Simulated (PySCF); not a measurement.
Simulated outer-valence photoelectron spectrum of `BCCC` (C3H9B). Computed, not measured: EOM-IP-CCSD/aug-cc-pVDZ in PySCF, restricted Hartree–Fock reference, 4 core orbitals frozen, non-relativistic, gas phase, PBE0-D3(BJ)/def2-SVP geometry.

Each root has a Gaussian of 0.8 eV full width with its one-hole share as area; cross sections and vibrations are left out, and the highest printed point is 100.

(ionisation energy (eV), intensity): (10.0, 0), (10.2, 1), (10.4, 5), (10.6, 17), (10.8, 38), (11.0, 65), (11.2, 89), (11.4, 100), (11.6, 99), (11.8, 89), (12.0, 76), (12.2, 66), (12.4, 61), (12.6, 54), (12.8, 43), (13.0, 37), (13.2, 47), (13.4, 70), (13.6, 88), (13.8, 87), (14.0, 72), (14.2, 60), (14.4, 56), (14.6, 52), (14.8, 39), (15.0, 25), (15.2, 21), (15.4, 31), (15.6, 44), (15.8, 47), (16.0, 36), (16.2, 19), (16.4, 7), (16.6, 2), (16.8, 0)

Problem. Where are the maxima, and how many lines lie under the curve?

Solution. 3 maxima, at 11.5, 13.7 and 15.7 eV, from 8 lines. At this width some lines have no maximum of their own.

Problem. List the lines with their holes.

Solution. 
```tsv
E (eV)	leading hole (HF orbital)	area	Koopmans (eV)
11.12	HOMO	0.96	12.11
11.48	HOMO-1	0.96	12.20
11.88	HOMO-2	0.96	12.63
12.54	HOMO-3	0.96	13.37
13.53	HOMO-4	0.96	14.37
13.82	HOMO-5	0.95	14.92
14.56	HOMO-6	0.95	15.59
15.74	HOMO-7	0.95	16.91
```

The widest gap, 1.18 eV, lies between 14.56 and 15.74 eV. Only orbitals with −ε under 21 eV, eight at most, were ionised, so the high end of the curve may lack lines.

Conformer computed: `[BH2:1][CH2:2][CH2:3][CH3:4]`: B1–C2–C3–C4 -179°.

One conformer stands for the species.
